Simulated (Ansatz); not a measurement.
Worked example: SnH2(SH)2 → Sn(SH)2 + H2

Species: SnH2(SH)2, singlet; Sn(SH)2, singlet; H2 (hydrogen), singlet. 

Shapes, held fixed at every level: PBE0-D4/def2-TZVP. Flexible molecules stand in one conformer, not always the lowest. Programs: Ansatz 0.2.0. Electronic energies: no zero-point or thermal term.

At CCSD(T)/def2-TZVPP; 1 Eh = 2625.50 kJ/mol:

| species | energy (Eh) |
| --- | --- |
| SnH2(SH)2 | -1011.565926 |
| Sn(SH)2 | -1010.395273 |
| H2 | -1.172332 |

Question: Work out ΔE of the reaction at this level.

Answer: 
1. Products less reactants: (-1010.395273) + (-1.172332) − [(-1011.565926)] = -0.001679 Eh = -4.4 kJ/mol.

Other levels give -14.9 (MP2/def2-TZVPP) to +2.3 kJ/mol (SPW92/def2-TZVPP). No measured value is set beside it here. For atoms past krypton def2 sets carry core potentials with scalar relativity. Correlated rows may include outer-core shells of Sn, which these sets cover unevenly.
